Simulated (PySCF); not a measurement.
Sb(CH₃)₃, optimised at GFN2-xTB:

```xyz
13

C     -0.3118     1.7756     0.3164
Sb    -0.1731    -0.1620     1.2815
C      1.6724    -0.6729     0.2627
C     -1.4093    -1.1310    -0.2144
H     -0.1313     1.6674    -0.7477
H      0.4242     2.4507     0.7380
H     -1.2994     2.1947     0.4717
H      1.5817    -0.4444    -0.7938
H      1.8799    -1.7299     0.3843
H      2.4947    -0.1051     0.6829
H     -1.0782    -0.8406    -1.2057
H     -1.3348    -2.2077    -0.1127
H     -2.4447    -0.8387    -0.0823
```

Energies from PySCF (xtb for GFN2), thermal terms from the rigid-rotor harmonic-oscillator model, ideal gas at 1 bar. All species are closed-shell singlets. Sb: scalar-relativistic def2 core potential, no spin-orbit coupling.

Q: List the harmonic frequencies (cm⁻¹, unscaled) at this level and at the other levels, each on its own geometry.

A: 
- GFN2-xTB: 77, 108, 108, 168, 168, 189, 488, 508, 508, 725, 744, 744, 791, 791, 801, 1277, 1277, 1290, 1457, 1467, 1467, 1473, 1473, 1480, 3022, 3022, 3032, 3044, 3045, 3045, 3046, 3050, 3050
- PBE/def2-SVP: 110, 115, 115, 163, 164, 179, 487, 490, 490, 670, 693, 693, 790, 790, 793, 1158, 1158, 1178, 1374, 1382, 1382, 1387, 1387, 1397, 2978, 2981, 2981, 3095, 3095, 3095, 3096, 3097, 3097
- PBE0/def2-TZVP: 109, 122, 123, 170, 170, 184, 522, 524, 524, 699, 723, 724, 826, 827, 828, 1224, 1224, 1242, 1442, 1449, 1449, 1454, 1454, 1465, 3056, 3058, 3058, 3156, 3156, 3156, 3156, 3156, 3156
